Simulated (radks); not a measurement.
The thallium ion Tl0.4+, 80.6 electrons, occupied as [Xe] 4f14 5d10 6s1.6 6p1 (fractional occupations, a model configuration). All-electron calculation, Dirac Kohn-Sham, PBE, spin-unpolarised, spherical densities, point nucleus; open shells fill j = l - 1/2 first. Program: a radial shooting solver on a logarithmic mesh with Libxc functionals.

Spin-orbit splittings of the eigenvalues, e(l+1/2) - e(l-1/2), with zeta = 2 splitting/(2l+1) and mean radii in bohr:

| shell | occ. | splitting (eV) | zeta (eV) | <r> j=l-1/2 | <r> j=l+1/2 |
|---|---|---|---|---|---|
| 2p | 6 | 2066 | 1377 | 0.05589 | 0.06469 |
| 3p | 6 | 459.3 | 306.2 | 0.1674 | 0.1835 |
| 3d | 10 | 98.06 | 39.23 | 0.1595 | 0.1644 |
| 4p | 6 | 111.7 | 74.44 | 0.3931 | 0.4274 |
| 4d | 10 | 20.83 | 8.331 | 0.4334 | 0.4445 |
| 4f | 14 | 4.598 | 1.314 | 0.4645 | 0.4710 |
| 5p | 6 | 20.21 | 13.48 | 0.9419 | 1.036 |
| 5d | 10 | 2.204 | 0.8816 | 1.355 | 1.411 |
| 6p | 1 | 1.221 | 0.8141 | 3.201 | 3.678 |
